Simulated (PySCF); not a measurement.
**Working out the ionisation energy of Sn**

Sn [Kr] 4d10 5s2 5p2 (3P) → Sn⁺ [Kr] 4d10 5s2 5p1 (2P). Computed with PySCF 2.14 in def2-TZVP with the def2 core potential (28 electrons) (6s5p3d2f, 50 functions), with a scalar-relativistic core potential. Frozen: 4s2 4p6 4d10. Energies in hartree (1 hartree = 27.21139 eV):

```tsv
part	Sn (lower)	Sn⁺ (upper)
UHF	-213.339917	-213.088035
CCSD correlation	-0.055963	-0.044011
(T)	-0.001537	-0.000653
```

Question: What does Hartree-Fock give?

Answer: (-213.088035) − (-213.339917) = 0.251882 hartree = 6.854 eV.

Question: What do CCSD and CCSD(T) give?

Answer: The CCSD correlation energies differ by 0.011952 hartree = 0.325 eV and the triples by 0.000884 hartree = 0.024 eV, so CCSD gives 7.179 eV and CCSD(T) 7.203 eV.

Measured between the centres of the two terms (NIST): 7.389 eV, so CCSD(T) (valence) is off by -0.186 eV.

What remains against the reference includes basis incompleteness, the frozen core and higher excitations.
